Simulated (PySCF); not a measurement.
Molecule: `CCC(F)(F)CC`, C5H10F2.

Geometry:
| atom | x (Å) | y (Å) | z (Å) |
| --- | --- | --- | --- |
| C1 | -2.280 | -0.350 | -0.111 |
| C2 | -0.827 | -0.573 | 0.270 |
| C3 | -0.026 | 0.713 | 0.315 |
| F4 | -0.632 | 1.579 | 1.180 |
| F5 | -0.083 | 1.310 | -0.914 |
| C6 | 1.428 | 0.589 | 0.724 |
| C7 | 2.278 | -0.248 | -0.215 |
| H8 | -2.355 | 0.125 | -1.099 |
| H9 | -2.826 | -1.304 | -0.147 |
| H10 | -2.780 | 0.305 | 0.617 |
| H11 | -0.748 | -1.047 | 1.262 |
| H12 | -0.337 | -1.250 | -0.447 |
| H13 | 1.812 | 1.621 | 0.777 |
| H14 | 1.454 | 0.190 | 1.751 |
| H15 | 2.200 | 0.126 | -1.246 |
| H16 | 1.978 | -1.307 | -0.214 |
| H17 | 3.337 | -0.207 | 0.079 |

Geometry PBE0-D3(BJ)/def2-SVP throughout; GIAO in PySCF, gas phase, one conformer, non-relativistic; equivalent atoms averaged; functional PBE0.

Task: How do the absolute shieldings σ depend on the basis set? (ppm; last column core-seconds on shared hosts with different chips, so compare them loosely)

Result: 
```csv
basis set,functions,C3,C2/C6,C1/C7,F4/F5,H11/H12/H13/H14,H8/H9/H10/H15/H16/H17,core-s
STO-3G,45,145.7,209.8,217.5,410.6,31.67,31.83,5.8
pcSseg-0,83,56.5,159.4,183.8,314.4,31.03,31.54,7.3
6-31G,83,75.9,168.6,190.4,317.4,30.89,31.45,13
6-31G*,118,74.9,163.9,185.1,324.7,30.34,30.93,19
cc-pVDZ,148,73.0,164.2,187.5,322.3,29.79,30.35,16
def2-SVP,148,70.6,163.8,185.8,325.0,29.87,30.43,15
pcSseg-1,169,58.6,152.4,176.2,305.6,29.69,30.20,15
"6-311+G(2d,p)",249,61.5,154.8,179.1,298.6,29.82,30.52,48
aug-cc-pVDZ,251,73.4,163.2,187.4,311.1,29.64,30.34,34
def2-TZVP,277,58.6,154.4,178.6,299.6,29.80,30.49,40
```

Task: Which nucleus moves most, in ppm?

Result: F4/F5 (fluorine of a CF2 group): from 298.6 ppm with 6-311+G(2d,p) to 410.6 ppm with STO-3G. The smallest spread is 1.63 ppm, at H8/H9/H10/H15/H16/H17. Proton shifts span only some 12 ppm, so a few tenths of a ppm matter as much there as several ppm in carbon.

Task: Taking the largest basis, def2-TZVP (277 functions), as the yardstick, rank the others by their worst heavy-atom deviation.

Result: 6-311+G(2d,p) 2.9 ppm (249 functions), pcSseg-1 6.0 ppm (169 functions), aug-cc-pVDZ 14.8 ppm (251 functions), pcSseg-0 14.8 ppm (83 functions), 6-31G 17.8 ppm (83 functions), cc-pVDZ 22.7 ppm (148 functions), 6-31G* 25.1 ppm (118 functions), def2-SVP 25.4 ppm (148 functions), STO-3G 111.0 ppm (45 functions).

A small basis that lands close on one nucleus may do so by chance; judge by the trend and by all nuclei.
